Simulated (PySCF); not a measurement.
A geometry optimisation, step by step.

Compound: cyclo-(Cl2SnO)2.
Bonds: Sn1–Cl2, Sn1–Cl3, Sn1–O4, Sn1–O8, O4–Sn5, Sn5–Cl6, Sn5–Cl7, Sn5–O8.

Method: PBE0-D3(BJ)/def2-SVP geometry optimisation, gas phase, def2 core potentials past Kr (PySCF); density fitting, grid level 1; the optimiser is geomeTRIC in internal coordinates, started from a GFN2-xTB structure with every atom displaced at random (about 0.03 Å). The frame can shift and turn from step to step; on so coarse a grid that alone can change the energy by a few meV, and forces under 0.02 eV/Å are noise.

Step 0: E = -65813.3081 eV, largest atomic force 2.680 eV/Å
```
atom  x, y, z in Å  |  force x, y, z in eV/Å
Sn1     0.321    1.377    0.113   -2.262   1.422   0.206
Cl2     2.256    2.267   -0.413    2.127   1.242  -0.509
Cl3    -1.422    2.835    0.734    0.547  -0.133  -0.117
O4     -0.282    0.162   -1.282   -0.609  -0.935  -1.063
Sn5    -0.267   -1.474   -0.133    0.851   2.304   0.370
Cl6    -2.287   -2.259    0.397   -1.226  -0.699   0.307
Cl7     1.389   -2.854   -0.755    0.685  -1.039  -0.331
O8      0.430   -0.139    1.256   -0.114  -2.163   1.138
```

Step 1: E = -65813.7626 eV, largest atomic force 0.577 eV/Å
```
atom  x, y, z in Å  |  force x, y, z in eV/Å
Sn1     0.324    1.404    0.107    0.016  -0.363  -0.244
Cl2     2.354    2.408   -0.428   -0.230  -0.009   0.128
Cl3    -1.311    2.922    0.726    0.179   0.057   0.039
O4     -0.333    0.137   -1.321    0.011   0.055   0.242
Sn5    -0.294   -1.464   -0.120    0.318   0.465   0.127
Cl6    -2.370   -2.330    0.424    0.115  -0.107  -0.065
Cl7     1.358   -2.956   -0.767   -0.297  -0.112   0.011
O8      0.410   -0.207    1.296   -0.113   0.013  -0.237
```

Step 2: E = -65813.7981 eV, largest atomic force 0.233 eV/Å
```
atom  x, y, z in Å  |  force x, y, z in eV/Å
Sn1     0.342    1.392    0.102    0.097  -0.116  -0.177
Cl2     2.362    2.414   -0.411   -0.135  -0.027   0.092
Cl3    -1.219    2.966    0.744    0.043   0.056   0.064
O4     -0.344    0.146   -1.318    0.004   0.094   0.111
Sn5    -0.311   -1.450   -0.120    0.139   0.019   0.028
Cl6    -2.380   -2.336    0.418    0.083  -0.074  -0.056
Cl7     1.279   -2.997   -0.785   -0.217  -0.065  -0.002
O8      0.409   -0.219    1.287   -0.013   0.114  -0.060
```

Step 3: E = -65813.8213 eV, largest atomic force 0.093 eV/Å
```
atom  x, y, z in Å  |  force x, y, z in eV/Å
Sn1     0.376    1.386    0.103    0.010   0.091  -0.017
Cl2     2.387    2.422   -0.366    0.039  -0.020   0.012
Cl3    -1.084    3.030    0.802   -0.088  -0.002   0.029
O4     -0.358    0.175   -1.311   -0.010   0.009   0.025
Sn5    -0.339   -1.438   -0.132    0.012  -0.027   0.018
Cl6    -2.395   -2.358    0.387    0.000  -0.026  -0.022
Cl7     1.131   -3.068   -0.840    0.021  -0.061  -0.023
O8      0.419   -0.234    1.273    0.016   0.035  -0.024
```

Step 4: E = -65813.8245 eV, largest atomic force 0.087 eV/Å
```
atom  x, y, z in Å  |  force x, y, z in eV/Å
Sn1     0.367    1.394    0.107   -0.034   0.079  -0.007
Cl2     2.379    2.433   -0.355    0.011  -0.003   0.019
Cl3    -1.122    3.015    0.813   -0.014  -0.038   0.001
O4     -0.356    0.178   -1.309   -0.015   0.010   0.000
Sn5    -0.326   -1.440   -0.136    0.047   0.001   0.016
Cl6    -2.378   -2.374    0.375    0.001  -0.031  -0.023
Cl7     1.152   -3.064   -0.848   -0.009  -0.023  -0.005
O8      0.422   -0.229    1.270    0.013   0.005   0.000
```

Step 5: E = -65813.8279 eV, largest atomic force 0.087 eV/Å
```
atom  x, y, z in Å  |  force x, y, z in eV/Å
Sn1     0.334    1.416    0.122   -0.045  -0.044  -0.009
Cl2     2.337    2.486   -0.304   -0.041   0.024   0.022
Cl3    -1.217    2.966    0.849    0.038   0.018  -0.018
O4     -0.353    0.194   -1.305   -0.013  -0.005  -0.027
Sn5    -0.285   -1.440   -0.153    0.058   0.064   0.006
Cl6    -2.315   -2.442    0.322    0.021  -0.030  -0.031
Cl7     1.209   -3.046   -0.880   -0.021   0.029   0.022
O8      0.429   -0.220    1.264    0.003  -0.055   0.034
```

Step 6: E = -65813.8272 eV, largest atomic force 0.175 eV/Å
```
atom  x, y, z in Å  |  force x, y, z in eV/Å
Sn1     0.272    1.442    0.152   -0.096  -0.143   0.029
Cl2     2.247    2.582   -0.208   -0.067   0.011  -0.013
Cl3    -1.353    2.904    0.902    0.072   0.064  -0.035
O4     -0.353    0.216   -1.300    0.001  -0.016  -0.039
Sn5    -0.218   -1.441   -0.181    0.037   0.081  -0.016
Cl6    -2.198   -2.568    0.219    0.061   0.037  -0.010
Cl7     1.311   -3.006   -0.929   -0.003   0.060   0.041
O8      0.430   -0.214    1.261   -0.005  -0.094   0.043
```

Step 7: E = -65813.8291 eV, largest atomic force 0.160 eV/Å
```
atom  x, y, z in Å  |  force x, y, z in eV/Å
Sn1     0.245    1.442    0.159   -0.103  -0.112   0.047
Cl2     2.203    2.611   -0.192   -0.039   0.001  -0.023
Cl3    -1.394    2.893    0.902    0.074   0.048  -0.030
O4     -0.355    0.213   -1.301    0.011  -0.009  -0.014
Sn5    -0.194   -1.443   -0.185    0.047   0.043  -0.038
Cl6    -2.154   -2.605    0.194    0.020   0.034   0.010
Cl7     1.363   -2.981   -0.928   -0.001   0.039   0.030
O8      0.425   -0.215    1.267   -0.008  -0.043   0.019
```

Step 8: E = -65813.8311 eV, largest atomic force 0.107 eV/Å
```
atom  x, y, z in Å  |  force x, y, z in eV/Å
Sn1     0.238    1.433    0.158   -0.077  -0.043   0.060
Cl2     2.189    2.609   -0.201    0.001  -0.003  -0.023
Cl3    -1.379    2.912    0.891    0.046   0.018  -0.019
O4     -0.358    0.204   -1.303    0.008   0.004   0.008
Sn5    -0.193   -1.446   -0.183    0.048  -0.010  -0.050
Cl6    -2.153   -2.602    0.200   -0.014   0.003   0.009
Cl7     1.375   -2.973   -0.917    0.003   0.009   0.015
O8      0.420   -0.222    1.272   -0.015   0.021   0.000
```

Step 9: E = -65813.8315 eV, largest atomic force 0.050 eV/Å
```
atom  x, y, z in Å  |  force x, y, z in eV/Å
Sn1     0.233    1.426    0.158   -0.024   0.003   0.043
Cl2     2.182    2.601   -0.214    0.021  -0.008  -0.015
Cl3    -1.360    2.933    0.879   -0.003   0.011   0.004
O4     -0.361    0.198   -1.303    0.001  -0.002   0.011
Sn5    -0.195   -1.451   -0.181    0.034  -0.011  -0.030
Cl6    -2.157   -2.602    0.205   -0.007  -0.005   0.001
Cl7     1.386   -2.967   -0.905    0.000  -0.011   0.002
O8      0.411   -0.224    1.277   -0.022   0.025  -0.017
```

Step 10: E = -65813.8319 eV, largest atomic force 0.035 eV/Å
```
atom  x, y, z in Å  |  force x, y, z in eV/Å
Sn1     0.226    1.427    0.163   -0.014   0.015   0.029
Cl2     2.176    2.601   -0.212    0.016  -0.010  -0.010
Cl3    -1.364    2.937    0.881   -0.005   0.005   0.005
O4     -0.362    0.199   -1.301   -0.001  -0.001   0.002
Sn5    -0.191   -1.451   -0.184    0.025  -0.007  -0.022
Cl6    -2.149   -2.612    0.196   -0.003   0.001   0.003
Cl7     1.398   -2.962   -0.905    0.000  -0.013  -0.002
O8      0.405   -0.225    1.278   -0.016   0.011  -0.005
```

Step 11: E = -65813.8327 eV, largest atomic force 0.020 eV/Å
```
atom  x, y, z in Å  |  force x, y, z in eV/Å
Sn1     0.219    1.428    0.171   -0.007   0.015   0.002
Cl2     2.175    2.594   -0.207    0.002  -0.006   0.001
Cl3    -1.367    2.943    0.890    0.000  -0.004   0.003
O4     -0.363    0.204   -1.299    0.000   0.002  -0.005
Sn5    -0.187   -1.451   -0.190    0.016   0.002  -0.013
Cl6    -2.142   -2.619    0.182   -0.002   0.004   0.004
Cl7     1.408   -2.957   -0.909   -0.005  -0.006  -0.003
O8      0.395   -0.227    1.280   -0.003  -0.006   0.011
```

Step 12: E = -65813.8330 eV, largest atomic force under 0.02 eV/Å
```
atom  x, y, z in Å  |  force x, y, z in eV/Å
Sn1     0.218    1.429    0.175   -0.005   0.005  -0.003
Cl2     2.176    2.591   -0.202   -0.001  -0.002   0.002
Cl3    -1.368    2.943    0.896    0.001  -0.004   0.001
O4     -0.362    0.208   -1.299    0.001   0.001  -0.006
Sn5    -0.185   -1.450   -0.195    0.010   0.004  -0.006
Cl6    -2.141   -2.619    0.176   -0.002   0.004   0.004
Cl7     1.408   -2.958   -0.914   -0.005  -0.001  -0.002
O8      0.392   -0.229    1.280    0.001  -0.008   0.010
```

**Question.** Summarise the path.

**Answer.** The energy falls by 12.10 kcal/mol from step 0 to step 12; nine tenths of that is first reached at step 2. It rises by more than 0.2 meV at step 6. The largest force goes from 2.680 to under 0.02 eV/Å. Among the bonds Sn1–Cl2 changes most, from 2.194 to 2.308 Å; the atoms move by 0.183 Å rms after alignment.

The cost below is that of the whole optimisation. Time: 4.1 min wall; peak memory 0.72 GiB. Hardware: one thread of an Arm Neoverse V2, shared host with 96 logical CPUs at a one-minute load of 65.
